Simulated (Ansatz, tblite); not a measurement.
Forces on the cluster Si₆N₈ at its r2SCAN-D4/def2-SVP geometry. Charge 0, multiplicity 1.

The xTB rows come from tblite. The restricted singlet is unstable towards broken spin symmetry at other levels; at B97M-V/def2-TZVP this wasn't settled. The geometry of the singlet was relaxed on an unsound state (restricted singlet, unstable towards broken spin symmetry at other levels and untested here). The structure comes from a short search, and lower isomers may exist.

GFN1-xTB (tblite), largest force 2.62 eV/Å:

```xyz
14
positions Å, forces eV/Å
Si   -1.961   -2.821    2.016   -0.231   -0.491    0.326
Si    3.584    0.051   -1.120    2.320   -0.970    0.738
Si   -0.677    2.532   -3.858    0.220   -0.318    0.629
Si    0.622    0.958   -1.322    0.294    0.833   -2.026
Si   -2.137   -0.720    3.721   -0.396   -0.417    0.766
Si   -0.967   -0.296    1.120    0.116   -0.004   -0.202
N     5.003   -0.540   -0.672   -1.424    0.604   -0.482
N     2.206    0.693   -1.700   -0.047    0.061   -0.119
N    -0.266    0.658   -0.012   -0.823   -0.145    1.239
N    -2.481   -2.381    3.571   -0.016   -0.055   -0.022
N     0.088    2.415   -2.268   -0.484   -0.847   -0.778
N    -0.293    1.102   -2.903    0.229    1.144    0.351
N    -1.262   -1.933    0.815    0.114   -0.818   -0.859
N    -1.461    0.282    2.614    0.127    1.423    0.439
```

GFN2-xTB (tblite), largest force 2.41 eV/Å:

```
Si -0.133 -0.114 0.299
Si 1.915 -0.804 0.624
Si 0.675 -0.789 1.332
Si 0.213 0.798 -2.259
Si -0.297 -0.369 0.515
Si 0.620 0.549 -1.094
N -1.285 0.521 -0.397
N 0.253 0.112 -0.420
N -1.432 -0.189 1.917
N 0.401 0.348 -0.801
N -0.728 -1.375 -1.089
N 0.271 1.780 0.501
N -0.326 -1.010 0.209
N -0.146 0.541 0.663
```

B97M-V/def2-TZVP (Ansatz), largest force 1.17 eV/Å:

```
Si 0.177 0.766 0.033
Si -0.278 0.115 -0.087
Si 0.418 -0.562 0.937
Si -0.259 0.116 -0.115
Si 0.251 -0.192 -0.732
Si -0.140 -0.249 0.221
N -0.544 0.238 -0.197
N 0.091 -0.216 0.438
N 0.180 -0.205 -0.206
N 0.247 0.359 -0.408
N -0.119 -0.396 -0.293
N 0.140 0.476 0.118
N -0.124 0.263 0.481
N -0.041 -0.515 -0.191
```
